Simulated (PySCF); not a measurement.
Nb(S)(F)(Me)2 (C2H6FNbS), SMILES [CH3][Nb]([CH3])([F])=[S], multiplicity 1. Atoms are numbered in the order given.

```xyz
11

Nb    -0.1976     0.0851     0.0000
S      1.9528    -0.0844     0.0000
F     -0.7813     1.8679     0.0000
C     -0.8529    -0.9834    -1.7296
H     -0.5623    -2.0521    -1.6205
H     -1.9633    -0.9131    -1.7930
H     -0.4128    -0.6093    -2.6773
C     -0.8529    -0.9834     1.7296
H     -0.4128    -0.6093     2.6773
H     -1.9633    -0.9131     1.7930
H     -0.5623    -2.0521     1.6205
```
Charge 0, spin multiplicity 1.

The structure is a stationary point at PBE-D3(BJ)/def2-SVP. The spin state was assumed, not searched. The def2 effective core potentials stand for the cores of Nb; spin–orbit coupling is left out.

All values below come from PBE-D3(BJ)/def2-SVP in PySCF 2.14.0.

Frequencies are harmonic and unscaled.

```csv
mode,ν (cm⁻¹),IR (km/mol),moving atoms (share of kinetic energy)
1,88,0.0,H 94 %
2,111,0.4,H 97 %
3,145,0.0,"C 50 %, H 37 %, Nb 9 %"
4,150,2.3,"F 47 %, H 22 %, C 21 %, Nb 10 %"
5,158,0.8,"C 39 %, H 26 %, S 18 %, Nb 13 %"
6,161,0.5,"S 35 %, C 32 %, H 19 %, Nb 14 %"
7,173,1.5,"F 58 %, S 26 %, Nb 13 %"
8,414,1.5,"H 76 %, C 23 %"
9,499,9.9,"H 74 %, C 22 %"
10,518,2.7,"S 39 %, H 35 %, C 19 %"
11,534,30.0,"C 56 %, H 28 %, Nb 11 %"
12,536,44.8,"H 57 %, C 34 %"
13,569,31.8,"H 51 %, C 36 %, Nb 12 %"
14,592,52.0,"H 37 %, S 29 %, Nb 17 %, C 10 %"
15,695,122.8,"F 71 %, Nb 22 %"
16,1113,9.7,"H 77 %, C 23 %"
17,1121,10.6,"H 78 %, C 22 %"
18,1324,17.4,H 94 %
19,1333,7.3,H 94 %
20,1337,0.6,H 95 %
21,1343,19.8,H 95 %
22,2934,6.8,H 97 %
23,2936,1.9,H 97 %
24,3036,1.5,"H 91 %, C 9 %"
25,3038,3.8,"H 91 %, C 9 %"
26,3064,0.5,"H 91 %, C 9 %"
27,3064,0.2,"H 91 %, C 9 %"
```
